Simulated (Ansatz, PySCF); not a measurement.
Process, species as SMILES: COB(Cl)Cl [dichloro(methoxy)borane] → [O]B(Cl)Cl + [CH3] (CH3) (the C-O bond at the site shown breaks; other sites are not compared here)
Each molecule is optimised on its own at B3LYP-D3(BJ)/def2-TZVP (Ansatz, an electronic-structure program), one conformer each, not searched for the lowest. Frequencies are from Ansatz or PySCF.

Quantity: bond dissociation energy (0 K, with B3LYP-D3(BJ) harmonic zero-point energies), in kcal/mol. Correlated levels leave the core frozen unless marked. UHF or UKS for open shells. Spin-orbit coupling is left out. No relativistic terms. CBS marks a two-point X^-3 extrapolation of the correlation energy; Hartree-Fock from the larger set. The bracket is a focal-point correction in the basis named.

| level | program | bond dissociation energy (kcal/mol) |
|---|---|---|
| HF/cc-pV(Q+d)Z | Ansatz | 52.1 |
| BLYP/def2-TZVPD | Ansatz | 76.8 |

Q: What does RI-MP2/CBS(aug-cc-pV(T+d)Z,aug-cc-pV(Q+d)Z)+[CCSD(T)-MP2]/aug-cc-pV(T+d)Z (Ansatz) give?

A: 91.1 kcal/mol
